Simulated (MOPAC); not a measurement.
MOPAC input (PM7):

```
PM7 FORCE THERMO(298,298) PRECISE LET GEO-OK AUX(PRECISION=9) THREADS=1
C4H10OSi

C     2.79176426 1   -1.11033228 1   -0.23822399 1
C     1.55977048 1   -0.74289442 1   -0.58884106 1
Si    0.77988192 1    0.86711537 1   -0.26182017 1
C    -0.79666603 1    0.61972904 1    0.73557247 1
O    -1.66509035 1   -0.10032552 1   -0.13011751 1
C    -2.88316815 1   -0.46501069 1    0.49420350 1
H     3.18999980 1   -2.09664724 1   -0.45521486 1
H     3.52281094 1   -0.50370065 1    0.28119420 1
H     0.90012148 1   -1.45503925 1   -1.12021136 1
H     1.64212876 1    1.73448160 1    0.52662581 1
H     0.47854933 1    1.52674038 1   -1.52385377 1
H    -0.60863220 1    0.03282981 1    1.66393612 1
H    -1.27775987 1    1.58001456 1    1.02946951 1
H    -3.41852613 1   -0.98970416 1   -0.30736162 1
H    -3.44439220 1    0.41866139 1    0.81075581 1
H    -2.70714263 1   -1.13876306 1    1.33772195 1
```

Output:

```
 *******************************************************************************
 **                                                                           **
 **                              MOPAC v23.2.5                                **
 **                                                                           **
 *******************************************************************************
 ** MOPAC's Digital Object Identifier: https://doi.org/10.5281/zenodo.6511958 **
 **                                                                           **
 ** Please cite the open-source release paper for use of this MOPAC version:  **
 ** J. E. Moussa and J. J. P. Stewart (2026)                                  **
 ** MOPAC: An open-source semiempirical molecular orbital program             **
 ** J. Open Source Softw., 11(119), 8025, https://doi.org/10.21105/joss.08025 **
 *******************************************************************************

                              PM7 CALCULATION RESULTS

 *******************************************************************************
 *  PM7        - The PM7 Hamiltonian to be used
 *  GEO-OK     - OVERRIDE INTERATOMIC DISTANCE AND OTHER SAFETY CHECKS
 *  LET        - OVERRIDE SOME SAFETY CHECKS
 *  PRECISE    - TIGHTER CRITERIA TO BE USED
 *  FORCE      - FORCE CALCULATION SPECIFIED
 *  AUX        - OUTPUT AUXILIARY INFORMATION
 *  THERMO     - THERMODYNAMIC QUANTITIES TO BE CALCULATED
 *******************************************************************************
PM7 FORCE THERMO(298,298) PRECISE LET GEO-OK AUX(PRECISION=9) THREADS=1
 C4H10OSi

   ATOM   CHEMICAL          X               Y               Z
  NUMBER   SYMBOL      (ANGSTROMS)     (ANGSTROMS)     (ANGSTROMS)

     1       C          2.79176426  *  -1.11033228  *  -0.23822399  *
     2       C          1.55977048  *  -0.74289442  *  -0.58884106  *
     3      Si          0.77988192  *   0.86711537  *  -0.26182017  *
     4       C         -0.79666603  *   0.61972904  *   0.73557247  *
     5       O         -1.66509035  *  -0.10032552  *  -0.13011751  *
     6       C         -2.88316815  *  -0.46501069  *   0.49420350  *
     7       H          3.18999980  *  -2.09664724  *  -0.45521486  *
     8       H          3.52281094  *  -0.50370065  *   0.28119420  *
     9       H          0.90012148  *  -1.45503925  *  -1.12021136  *
    10       H          1.64212876  *   1.73448160  *   0.52662581  *
    11       H          0.47854933  *   1.52674038  *  -1.52385377  *
    12       H         -0.60863220  *   0.03282981  *   1.66393612  *
    13       H         -1.27775987  *   1.58001456  *   1.02946951  *
    14       H         -3.41852613  *  -0.98970416  *  -0.30736162  *
    15       H         -3.44439220  *   0.41866139  *   0.81075581  *
    16       H         -2.70714263  *  -1.13876306  *   1.33772195  *

          CARTESIAN COORDINATES

    NO.       ATOM           X           Y           Z

     1         C          2.7918     -1.1103     -0.2382
     2         C          1.5598     -0.7429     -0.5888
     3        Si          0.7799      0.8671     -0.2618
     4         C         -0.7967      0.6197      0.7356
     5         O         -1.6651     -0.1003     -0.1301
     6         C         -2.8832     -0.4650      0.4942
     7         H          3.1900     -2.0966     -0.4552
     8         H          3.5228     -0.5037      0.2812
     9         H          0.9001     -1.4550     -1.1202
[...]
 EFFECTIVE MASS      1.2149
 FORCE CONSTANT      1.9971

 VIBRATION         39   39A           ATOM PAIR      ENERGY CONTRIBUTION    RADIAL
 FREQUENCY          2685.81         C  2 -- H  9         +52.3% ( 74.1%)     99.7%
 TRANSITION DIPOLE   0.3039         C  1 -- H  8         +24.0% ( 50.2%)     98.6%
 TRAVEL (Ang.)       0.2571         C  1 -- H  7         +22.0% ( 48.0%)     98.6%
 REDUCED MASS        0.3797         C  1 -- C  2          +1.0% ( 10.5%)     13.4%
 EFFECTIVE MASS      1.3975
 FORCE CONSTANT      1.6139

 VIBRATION         40   40A           ATOM PAIR      ENERGY CONTRIBUTION    RADIAL
 FREQUENCY          2712.56         C  2 -- H  9         +43.5% ( 67.0%)     99.9%
 TRANSITION DIPOLE   0.8168         C  1 -- H  7         +31.0% ( 56.5%)     98.5%
 TRAVEL (Ang.)       0.2677         C  1 -- H  8         +24.2% ( 49.9%)     98.2%
 REDUCED MASS        0.3468         C  1 -- C  2          +0.9% (  9.5%)     61.5%
 EFFECTIVE MASS      1.4595
 FORCE CONSTANT      1.5034

 VIBRATION         41   41A           ATOM PAIR      ENERGY CONTRIBUTION    RADIAL
 FREQUENCY          2747.46         C  6 -- H 14         +38.6% ( 59.5%)     97.1%
 TRANSITION DIPOLE   0.3174         C  6 -- H 15         +30.8% ( 53.2%)     96.2%
 TRAVEL (Ang.)       0.2722         C  6 -- H 16         +30.4% ( 52.9%)     96.2%
 REDUCED MASS        0.3313         O  5 -- C  6          +0.2% (  4.1%)     92.2%
 EFFECTIVE MASS      1.0976
 FORCE CONSTANT      1.4734

 VIBRATION         42   42A           ATOM PAIR      ENERGY CONTRIBUTION    RADIAL
 FREQUENCY          2773.09         C  1 -- H  8         +51.7% ( 71.2%)     95.8%
 TRANSITION DIPOLE   0.8016         C  1 -- H  7         +46.9% ( 67.7%)     94.5%
 TRAVEL (Ang.)       0.2243         C  1 -- C  2          +1.1% ( 10.6%)    100.0%
 REDUCED MASS        0.4835         C  2 -- H  9          +0.2% (  4.2%)     94.2%
 EFFECTIVE MASS      1.3162
 FORCE CONSTANT      2.1906

      SYMMETRY NUMBER FOR POINT-GROUP C1  =  1

          SYSTEM IS A GROUND STATE

 C4H10OSi

          MOLECULE IS NOT LINEAR

          THERE ARE 42 GENUINE VIBRATIONS IN THIS SYSTEM
          THIS THERMODYNAMICS CALCULATION IS LIMITED TO
          MOLECULES WHICH HAVE NO INTERNAL ROTATIONS

                    CALCULATED THERMODYNAMIC PROPERTIES
                                          *
   TEMP. (K)   PARTITION FUNCTION   H.O.F.    ENTHALPY  HEAT CAPACITY ENTROPY
                                   KCAL/MOL   CAL/MOLE    CAL/K/MOL  CAL/K/MOL

 298.00  VIB.     0.1085D+04                  3926.4912    24.7982    27.0646
         ROT.     0.2809D+06                   888.2803     2.9808    27.9120
         INT.     0.3047D+09                  4814.7715    27.7790    54.9766
         TRA.     0.9990D+27                  1480.4672     4.9680    39.7809
         TOT.                      -32.526    6295.2386    32.7470    94.7574

   *: NOTE: HEATS OF FORMATION ARE RELATIVE TO THE
            ELEMENTS IN THEIR STANDARD STATE AT 298K
              (=  Standard Enthalpy of Formation).

            Hvib:  Zero-point energy is not included.
                   frequencies of less than zero cm-1 are not included.
            Hrot = (3/2)RT
            Htra = (3/2)RT + pV = (5/2)RT

            Heat capacity is Cp, not Cv

          For more information, see: HTTP://OpenMOPAC.net/Manual/thermochemistry.html

           FORCE CONSTANT IN CARTESIAN COORDINATES (Millidynes/A)

    ATOM   CHEMICAL       X               Y               Z
   NUMBER   SYMBOL  FORCE CONSTANT  FORCE CONSTANT  FORCE CONSTANT

      1       C       13.527551        6.251868        2.237657
      2       C       13.135068        5.458843        1.926055
      3      Si        4.660839        4.975715        4.687145
      4       C        5.920329        6.418045        5.614517
      5       O        4.456523        4.692826        5.089748
      6       C        6.640660        6.527672        7.029510
      7       H        1.903685        3.059621        0.366583
      8       H        2.131631        2.850323        0.371811
      9       H        1.709745        3.166802        0.379809
     10       H        1.070559        2.296906        0.283386
     11       H        1.097786        0.273212        2.233794
     12       H        1.550813        0.734148        2.981267
     13       H        1.717730        2.940211        0.605783
     14       H        1.590266        2.824821        0.948158
     15       H        1.999980        2.601093        0.781192
     16       H        1.579410        0.740783        3.060331

 **********************
 *                    *
 * JOB ENDED NORMALLY *
 *                    *
 **********************

 == MOPAC DONE ==
```
